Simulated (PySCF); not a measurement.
C₂H₇GaO (SMILES CC[O][GaH2]), singlet, at a GFN2-xTB geometry (such geometries of metal compounds can be far from the true shape).

PySCF was given this input:
```python
from pyscf import gto, scf, dft
from pyscf.prop import polarizability

mol = gto.M(
    atom='''
Ga   -0.650932    0.948791   -0.042506
H    -1.058636    1.938873    1.056689
H    -1.060718    1.019438   -1.542030
O     0.341050   -0.258367    0.649121
C     1.115059   -1.433851    0.552384
C     1.116675   -1.993279   -0.864160
H     2.140156   -1.198182    0.863168
H     0.703235   -2.175495    1.247594
H     1.523186   -1.248672   -1.548795
H     1.718465   -2.897329   -0.914982
H     0.094406   -2.221440   -1.166275
''',
    basis='6-31g',
    charge=0,
    spin=0,
    verbose=4,
)

mf = dft.RKS(mol)
mf.xc = 'b3lyp'
mf.kernel()
alpha = mf.Polarizability().polarizability()[2, 2]
print('alpha_zz =', alpha)
```

What number of basis functions does B3LYP/6-31G, polarisability in PySCF give?

68

Estimate the dipole moment that B3LYP/6-31G, polarisability returns for this input.

1.31 D

What HOMO energy does B3LYP/6-31G, polarisability give?

-7.01 eV

Predict the polarisability along z from B3LYP/6-31G, polarisability.

47.1 bohr³

Estimate the Mulliken (on the basis functions themselves) charges in atom order that B3LYP/6-31G, polarisability returns for this input.

Ga1 0.56, H2 -0.07, H3 -0.09, O4 -0.72, C5 0.05, C6 -0.43, H7 0.14, H8 0.14, H9 0.15, H10 0.13, H11 0.15

Estimate the HOMO-LUMO gap that B3LYP/6-31G, polarisability returns for this input.

5.88 eV

Roughly what does it cost on one core?

about 25 core-seconds (a rough figure).
